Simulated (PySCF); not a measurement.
AlClH5NO2Si, SMILES [OH][Al]([OH])[NH][SiH2]Cl. Atoms are numbered in the order given.

```xyz
11

Si     1.4715     0.4693    -0.3855
Cl     2.4031    -0.4801     1.2170
N      0.0369    -0.3232    -0.8884
Al    -1.6411    -0.0057    -0.3506
O     -2.8365    -1.0486    -0.9412
O     -2.0312     1.2752     0.6860
H      1.0994     1.8303     0.0941
H      2.4857     0.5294    -1.4722
H      0.1735    -1.1507    -1.4660
H     -3.7668    -0.9942    -0.7199
H     -1.4279     1.9003     1.0884
```

Coordinates come from a PBE0-D3(BJ)/def2-SVP optimisation. The structure was generated by enumeration; whether it is a known compound was not checked. Other conformers were not sampled.

The numbers are results of PBE/pcSseg-1 (PySCF), not measurements.

GIAO shieldings, no solvent; atoms listed in one row are averaged. δ = σ(ref) − σ: ²⁹Si against TMS (σ = 335.4 ppm); ³⁵Cl against HCl (σ = 936.5 ppm); ¹⁵N against NH3 (σ = 267.0 ppm); ¹⁷O against H2O (σ = 334.3 ppm); ¹H against TMS (σ = 31.49 ppm), references at their B3LYP-D3(BJ)/def2-TZVP geometries, non-relativistic (without spin–orbit terms, shifts of atoms bonded to Cl or Br come out too high).

Computed chemical shifts:
```json
[
 {"nucleus": "²⁹Si", "atoms": "Si1", "count": "1", "δ (ppm)": "-18.8"},
 {"nucleus": "³⁵Cl", "atoms": "Cl2", "count": "1", "δ (ppm)": "92.5"},
 {"nucleus": "¹⁵N", "atoms": "N3", "count": "1", "δ (ppm)": "45.5"},
 {"nucleus": "¹⁷O", "atoms": "O6", "count": "1", "δ (ppm)": "19.9"},
 {"nucleus": "¹⁷O", "atoms": "O5", "count": "1", "δ (ppm)": "11.9"},
 {"nucleus": "¹H", "atoms": "H8", "count": "1", "δ (ppm)": "5.84"},
 {"nucleus": "¹H", "atoms": "H7", "count": "1", "δ (ppm)": "5.50"},
 {"nucleus": "¹H", "atoms": "H11", "count": "1", "δ (ppm)": "1.71"},
 {"nucleus": "¹H", "atoms": "H10", "count": "1", "δ (ppm)": "1.60"},
 {"nucleus": "¹H", "atoms": "H9", "count": "1", "δ (ppm)": "1.35"}
]
```
